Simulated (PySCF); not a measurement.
All of these have the formula C6H12N2. Method used: TDDFT CAM-B3LYP/def2-SVPD, vertical, gas phase, core orbitals frozen in the response in PySCF. Geometries: PBE0-D3(BJ)/def2-SVP; one conformer of each isolated species. Triplets are in the Tamm–Dancoff approximation.

A. `C=CCN(C)/N=C\C`
B. `C1CN2CCN1CC2`
C. `[C@H]12[C@H](N)[C@H]1CC[C@H]2N`

Lowest singlet levels (six at most, fewer where fewer were computed) with oscillator strengths:

1. 203 nm (f 0.018); 196 nm (f 0.000); 186 nm (f 0.004); 176 nm (f 0.034); 173 nm (f 0.009); 164 nm (f 0.028); T1 5.85 eV
2. 236 nm (f 0.000); 204 nm (f 0.109 summed over 2 states); 201 nm (f 0.009); 192 nm (f 0.000); 185 nm (f 0.006 summed over 2 states); 178 nm (f 0.000 summed over 2 states); T1 5.11 eV
3. 249 nm (f 0.068); 228 nm (f 0.004); 206 nm (f 0.011); 195 nm (f 0.083); 192 nm (f 0.020); 188 nm (f 0.009); T1 3.54 eV

Question: Match each spectrum to its molecule.

Answer: 1 = C, 2 = B, 3 = A.
- A: S1 at 4.97 eV, HOMO→LUMO+1 (51%), HOMO→LUMO (16%), HOMO→LUMO+2 (14%); Löwdin shares by element: HOMO nitrogen 59%, carbon 21% or more (atoms not listed hold the other 20%); LUMO carbon 59% or more, hydrogen 13% or more (atoms not listed hold the other 28%); HOMO -7.18 and LUMO 1.15 eV.
- B: S1 at 5.25 eV, HOMO→LUMO (92%); Löwdin shares by element: HOMO nitrogen 49%, carbon 13% or more (atoms not listed hold the other 37%); LUMO carbon 30% or more (atoms not listed hold the other 70%); HOMO -6.74 and LUMO 1.34 eV; point group D3h, 4 of its 9 listed states under f = 0.0005.
- C: S1 at 6.10 eV, HOMO→LUMO+2 (44%), HOMO→LUMO (41%); Löwdin shares by element: HOMO nitrogen 39% or more, carbon 35% or more (atoms not listed hold the other 26%); LUMO hydrogen 30% or more, carbon 10% or more (atoms not listed hold the other 59%); HOMO -7.71 and LUMO 1.34 eV.
